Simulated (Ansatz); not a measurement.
Mulliken charges of H4InO3P, SMILES `OP(O)[O][InH2]` from r2SCAN/def2-TZVPP in Ansatz (PBE0-D4/def2-TZVP geometry).

```csv
atom,x (Å),y (Å),z (Å),charge (e)
O1,-1.076,1.663,1.244,-0.368
P2,-0.350,1.429,-0.184,0.541
O3,1.004,0.437,0.331,-0.421
O4,-1.089,0.199,-0.801,-0.587
In5,0.232,-1.442,-0.790,0.675
H6,-1.467,0.855,1.604,0.197
H7,1.839,0.909,0.408,0.215
H8,1.155,-1.492,-2.223,-0.122
H9,-0.247,-2.558,0.410,-0.129
```

Q: By hand: the dipole of these point charges (1 e Å = 4.8032 D).

A: Σ q r = (0.577, -0.237, -0.138) e Å, of length 0.639 e Å = 3.07 D.

Q: How does the dipole of the full density compare? (An estimate is asked.)

A: The calculation gave: (0.433, -0.378, 0.146) e Å, 2.85 D; the point charges give 1.08 times that, at 33° from its direction.

Point charges leave out the atoms' own dipoles, such as those of lone pairs, and Mulliken's split depends on the basis, so the two needn't agree.
